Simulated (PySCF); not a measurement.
C$_{6}$H$_{15}$Sb, charge -1, doublet, at the geometry of the source list (a state made from the parent by changing its charge; the spin is typed, not shown lowest) (all electrons, no relativity) (in this run its highest filled SCF level lies above zero, so its values depend strongly on the basis, on diffuse functions most of all). Base run: PySCF with M06L/STO-3G.

PySCF was given this input:
```python
from pyscf import gto, scf, dft

mol = gto.M(
    atom='''
Sb    0.226600   -0.245300    1.541800
C     1.655300    0.972200    0.378200
C     1.115000    1.620800   -0.879200
H     2.489600    0.310900    0.141100
H     2.027500    1.738300    1.058600
H     0.309900    2.314700   -0.644300
H     0.737200    0.877700   -1.578000
H     1.904600    2.179900   -1.381800
C    -1.592500    0.164900    0.382800
C    -2.347300    1.373900    0.900200
H    -2.214000   -0.728100    0.456500
H    -1.319800    0.307800   -0.661200
H    -1.733800    2.273300    0.840600
H    -2.641800    1.234700    1.941000
H    -3.249200    1.541600    0.310300
C     0.674300   -2.146500    0.525200
C     0.589300   -2.117700   -0.986400
H    -0.019100   -2.884000    0.929300
H     1.677600   -2.431800    0.841100
H     1.303000   -1.410000   -1.403900
H    -0.410900   -1.844100   -1.316500
H     0.818500   -3.103200   -1.395500
''',
    basis='sto-3g',
    charge=-1,
    spin=1,
    verbose=4,
)

mf = dft.UKS(mol)
mf.xc = 'm06l'
mf.kernel()
```

The base run was repeated with changes; each row names its change, and settings that it needs were set with it.

| change | ΔE vs base (mEh) | grid points | electrons on the grid | outcome |
|---|---|---|---|---|
| base | 0.000 | 253792 | 103.00001 | converged |
| small_rho_cutoff = 0 | 0.000 | 253792 | 103.00001 | converged |
| grids.prune = dft.gen_grid.sg1_prune | - | - | - | input refused |
| grids.level = 2 | 0.781 | 161872 | 103.00005 | converged |
| grids.atom_grid = (150, 974) | - | - | - | cut at the time limit |
| grids.atom_grid = (99, 590) | -0.030 | 715024 | 102.99999 | converged |
| grids.becke_scheme = stratmann | -0.013 | 253792 | 103.00002 | converged |
| grids.level = 5 | 0.398 | 657976 | 102.99999 | converged |
| grids.level = 1 | 18.010 | 76192 | 102.99973 | converged |
| grids.radi_method = gauss_chebyshev | -0.103 | 247224 | 103.00001 | converged |
| grids.atom_grid = (50, 194) | -87.258 | 145384 | 102.99998 | converged |

Open shells are given as the SCF converged; they aren't shown to be the lowest states, and a large step between rows can be another state.

- grids.prune = dft.gen_grid.sg1_prune: ended with `IndexError: index 51 is out of bounds for axis 0 with size 19`
